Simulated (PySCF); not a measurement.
Ta(S)(F)(OH)2 (FH₂O₂STa), SMILES [OH][Ta]([F])([OH])=[S], multiplicity 1.

The structure is a stationary point at PBE0-D3(BJ)/def2-SVP. The spin state was assumed, not searched. The def2 effective core potentials stand for the cores of Ta; spin–orbit coupling is left out. One conformer was computed; it need not be the lowest.

Level of theory: TDDFT-PBE0/def2-SVPD (PySCF).

Vertical excitations. Gas-phase values at a fixed geometry. State labels are in the subgroup Cs.

```
state  symmetry  energy (eV)  λ (nm)      f                                                               main pairs
-----  --------  -----------  ------  -----  -----------------------------------------------------------------------
S1           A"         4.46     278  0.000                                                           HOMO→LUMO 87 %
S2           A'         4.73     262  0.002                                       HOMO−1→LUMO 54 %, HOMO→LUMO+1 45 %
S3           A"         4.79     259  0.001                                                       HOMO−1→LUMO+1 87 %
S4           A'         5.52     225  0.050  HOMO→LUMO+1 36 %, HOMO−1→LUMO 27 %, HOMO−1→LUMO+4 12 %, HOMO→LUMO+5 8 %
S5           A"         5.58     222  0.000                                                         HOMO−2→LUMO 96 %
S6           A'         5.74     216  0.003                                                       HOMO−2→LUMO+1 81 %
S7           A"         5.83     213  0.018                                   HOMO−1→LUMO+2 61 %, HOMO−1→LUMO+3 37 %
S8           A'         5.84     212  0.029                   HOMO→LUMO+2 61 %, HOMO→LUMO+3 18 %, HOMO−2→LUMO+1 12 %
S9           A"         5.99     207  0.000                                                         HOMO→LUMO+4 85 %
S10          A'         6.20     200  0.009                                       HOMO→LUMO+3 66 %, HOMO→LUMO+2 20 %
T1           A'         3.84     323      0                                       HOMO−1→LUMO 71 %, HOMO→LUMO+1 25 %
T2           A"         4.11     302      0                                       HOMO→LUMO 76 %, HOMO−1→LUMO+1 21 %
T3           A'         4.16     298      0                                       HOMO→LUMO+1 71 %, HOMO−1→LUMO 26 %
T4           A"         4.55     273      0                                       HOMO−1→LUMO+1 77 %, HOMO→LUMO 22 %
```
Triplets are in the Tamm–Dancoff approximation, which puts them higher than full response would, so one can lie above its singlet here.
